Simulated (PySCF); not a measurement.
# Where the electron goes

C₂H₇NOSi.
Geometry (GFN2-xTB, Å), atoms numbered from 1 in this order:
```xyz
12
C2H7NOSi angstrom
C      2.2025   -0.0329   -0.1806
C      0.8580   -0.1795    0.4451
N     -0.1991   -0.0579   -0.2088
Si    -1.8765   -0.2125    0.1599
O     -2.6213    1.0690   -0.5069
H      2.7495    0.7693    0.3131
H      2.7700   -0.9525   -0.0427
H      2.1097    0.1838   -1.2409
H      0.8781   -0.3985    1.5230
H     -2.2446   -1.4698   -0.4916
H     -2.3100   -0.1261    1.5489
H     -2.3152    1.4069   -1.3446
```

Level of theory: TDDFT CAM-B3LYP/def2-SVPD, vertical, gas phase, core orbitals frozen in the response in PySCF.

Kohn–Sham orbitals with the atoms that hold most of them (Löwdin shares over 4%, at most four atoms; ? is withheld):

| orbital | ε (eV) | atoms |
| --- | --- | --- |
| HOMO-3 | -11.70 | O5 54%, N3 14%, Si4 10%, C2 6% |
| HOMO-2 | -10.59 | O5 36%, N3 28%, C2 17%, C1 6% |
| HOMO-1 | -9.94 | ? |
| HOMO | -8.45 | ? |
| LUMO | 0.51 | C2 35%, N3 28%, Si4 10%, C1 7% |
| LUMO+1 | 1.34 | C2 20%, C1 20%, Si4 19%, H9 10% |
| LUMO+2 | 1.41 | O5 30%, Si4 24%, H12 15%, N3 8% |

Q: Which atoms hold the HOMO, and with what shares?

A: N3 (bonded to C and Si) 56%; C2 (bonded to C, N and H) 14%; Si4 (bonded to N, O and 2 H) 10%; C1 (bonded to C and 3 H) 7%. By element: nitrogen 56%, carbon 21%, silicon 10%.

Q: Which atoms hold the HOMO-1, and with what shares?

A: O5 (bonded to Si and H) 26%; Si4 (bonded to N, O and 2 H) 23%; H10 (bonded to Si) 21%; N3 (bonded to C and Si) 10%.

Q: The HOMO–LUMO gap is 8.96 eV. Where does the response calculation put the lowest singlet, and from which orbitals?

A: S1 is at 4.37 eV (f = 0.0004), 4.59 eV below the gap, made of HOMO→LUMO (93%). 

Q: Give energy, strength and leading configuration of S1, S2 and S4, and follow the Löwdin shares of the leading atoms from the occupied to the empty orbital.

A: 
- S1 (4.37 eV, f 0.0004), HOMO→LUMO (93%): N3 56% → 28%, C2 14% → 35%
- S2 (6.62 eV, f 0.063), HOMO→LUMO+1 (78%): N3 56% → at most 10%, C2 14% → 20%, C1 7% → 20%
- S4 (7.32 eV, f 0.088), HOMO-1→LUMO (86%): O5 26% → at most 7%, Si4 23% → 10%, C2 at most 11% → 35%, N3 10% → 28%

Löwdin shares depend on the basis, the more so with diffuse functions.

One conformer stands for the species.
